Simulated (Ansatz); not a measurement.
`C[BH][ZnH]` + HBr → `[ZnH][Br]` + `BC`  (cleavage of the Zn–B bond)

Computed with Ansatz on PBE0-D4/def2-TZVP structures; ΔE is electronic, products minus reactants. CCSD(T)/CBS adds triple-zeta CCSD(T) − MP2 to the extrapolated MP2 energy (def2 sets, frozen cores). This one scheme is used for every species. For Br, Zn outer-core shells are correlated without core-valence functions, which leaves a few kJ/mol of doubt a bond. Scalar relativity is left out up to krypton.

| species | MP2/def2-QZVPP energy (Eh) |
| --- | --- |
| `C[BH][ZnH]` | -1844.12838 |
| HBr | -2573.65765 |
| `[ZnH][Br]` | -4352.08327 |
| `BC` | -65.77679 |

Question: Work out ΔE.

Answer: ΔE = (-4352.08327) + (-65.77679) − (-1844.12838) − (-2573.65765) = -0.07403 Eh = -2.01 eV. CCSD(T)/CBS gives -1.98 eV.

Largest T1 diagnostic among the species: 0.014.

From PBE to PBE0 (25 % exact exchange), in def2-TZVPP and without D4, ΔE moves by −0.13 eV. Leaving LDA and LC-ωPBE aside and taking each functional with its dispersion term where it has one, the values, not all of them listed here, spread over 0.34 eV, from BHLYP-D4 to revPBE-D4. LDA lies +0.05 eV from PBE without D4. At CCSD(T), def2-SVP lies +0.10 eV from the extrapolated value and def2-TZVPP +0.08 eV.
